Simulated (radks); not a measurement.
Valence configurations of the cerium ion Ce3+ (all share [Xe]). Calculated with a radial shooting solver on a logarithmic mesh with Libxc functionals: scalar-relativistic Kohn-Sham, r2SCAN, spin-polarised, spherical densities, finite nucleus; open shells are filled with parallel spins first (spin-orbit coupling, left out, can overturn this in heavy ions); meta-GGA in the generalised Kohn-Sham scheme; Fermi nuclear charge, rms radius 4.8771 fm. Energies are relative to 4f1; eigenvalues in eV for spin up.

valence      E (eV)  moment (Bohr magnetons)    e(4f)    e(5d)    e(6p)    e(6s)
4f1           0.000                        1  -28.421        -        -        -
4f0.5 6s0.5   5.051                        1  -33.021        -        -  -21.751
6s1          11.482                        1        -        -        -  -23.354
6p1          16.337                        1        -        -  -18.844        -
4f0.5 5d0.5   3.117                        1  -31.507  -24.396        -        -
5d1           7.205                        1        -  -25.546        -        -

NIST lists [Xe] 4f1 as the ground configuration; this level of theory agrees among the configurations tried. The energies are those of spherical high-spin densities, not of single terms.
